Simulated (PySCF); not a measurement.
Os(2+): excitation energy

Os(2+) [Xe] 4f14 5d6 (5D) → Os(2+) [Xe] 4f14 5d5 6s1 (7S), as a difference of total energies. Computed with PySCF 2.14 in aug-cc-pVDZ-PP with ECP60MDF, with scalar relativity through the core potential. Correlated levels: valence: 5s2 5p6 frozen. The calculations carry no spin-orbit coupling.

| method | excitation energy (cm⁻¹) |
| --- | --- |
| UHF | -4507.5 |
| LDA | -643.09 |
| PBE | 1.5271 |
| PBE0 | 490.63 |
| r2SCAN | -3925.2 |
| r2SCANh | -3372.7 |
| M06-L | 5450.7 |
| MN15 | 1965.2 |
| LC-wPBE | 2196.0 |
| MP2 (valence) | -1164.1 |
| SCS-MP2 (valence) | 2904.9 |

**Question.** How much does correlation contribute at MP2 (valence)?

**Answer.** -1164.1 − (-4507.5) = 3343.4 cm⁻¹, measured against UHF.
